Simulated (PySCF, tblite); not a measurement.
Isomers of C6H14NP, one GFN2-xTB conformer each. Single-point energies are computed at PBE0/pcSseg-1 (PySCF, gas phase, no added dispersion term), electronic only.

Question: Rank them by PBE0/pcSseg-1 energy, lowest first (kJ/mol).
A. `[CH3:1][N:2]=[P@@:3]1([CH3:4])[CH2:5][CH2:6][C@@H:7]1[CH3:8]` with N2–P3–C5–C6 138°, P3–C5–C6–C7 -18°, C5–C6–C7–C8 145°, N2–P3–C7–C6 -123°
B. `[CH2:1]=[CH:2][CH2:3][P:4]([CH3:5])[N:6]([CH3:7])[CH3:8]` with C1–C2–C3–P4 112°, C2–C3–P4–C5 -64°, C3–P4–N6–C7 161°

Answer: A (0.0), B (2.3).

As drawn, the lower has a four-membered ring, which the higher lacks; the higher has a C=C bond outside aromatic rings, which the lower lacks. Neighbours under 10 kJ/mol apart (CN=[P@@]1(C)CC[C@@H]1C and C=CCP(C)N(C)C) can change places with a better method, another conformer or zero-point energy. GFN2-xTB itself gives, in the same order: 0.0, 18.6. Both levels put the same isomer lowest.

Which frontier levels, dipoles and rotational constants go with these structures?

| SMILES | HOMO (eV, PBE0/pcSseg-1) | LUMO (eV) | dipole (D) | A, B, C (MHz) |
| --- | --- | --- | --- | --- |
| CN=[P@@]1(C)CC[C@@H]1C | -5.67 | 0.89 | 2.94 | 2437, 1250, 1141 |
| C=CCP(C)N(C)C | -5.60 | 0.19 | 0.80 | 3216, 1002, 856.8 |

What happens when harmonic zero-point energies from GFN2-xTB frequencies are added?

```
                SMILES  ZPE (kJ/mol)  electronic (kJ/mol)  with ZPE (kJ/mol)
CN=[P@@]1(C)CC[C@@H]1C         493.9                  0.0                0.0
         C=CCP(C)N(C)C         491.7                  2.3                0.1
```

The zero-point energies span 2.2 kJ/mol. The order is unchanged.
